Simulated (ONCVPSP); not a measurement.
**Pseudopotential generation for silicon (Si): ONCV, PBE, scalar-relativistic.**

* Element: Si (Z = 14)
* Generator: ONCVPSP 4.0.1
* Type: optimised norm-conserving Vanderbilt (ONCV)
* Functional: PBE
* Relativity: scalar-relativistic
* Frozen core: [Ne]
* Valence charge: 4
* Reference configuration: 3s2 (charge +2)
* Partial waves: 3s: rc 1.30 bohr, ncon 4, nbas 9, qcut 4.2 1/bohr, 2 projectors, debl 3.7 Ha; p scattering state at 0.02 Ha: rc 1.25 bohr, ncon 3, nbas 6, qcut 6 1/bohr, 2 projectors, debl 1.8 Ha; d scattering state at 0.19 Ha: rc 1.45 bohr, ncon 3, nbas 7, qcut 6.5 1/bohr, 2 projectors, debl 2.9 Ha
* Local potential: polynomial inside 1.05 bohr (lpopt 5, dvloc0 0 Ha)
* Core correction: Teter function, fcfact 4.75, rcfact 1.7

All-electron outer shells of the reference configuration (PBE, scalar-relativistic, ld1.x):

```tsv
shell	level (eV)	outermost node (bohr)	outermost maximum (bohr)
2p	-116.91	–	0.39
3s	-28.54	0.71	1.69
```

Is a potential produced?

No. ONCVPSP 4.0.1 stopped with "optimize: ERROR ps0norm > uunorm, code will stop": the continuity conditions at rc already need more norm inside rc than the all-electron wave has, so norm conservation cannot be met. It happened in the s channel.
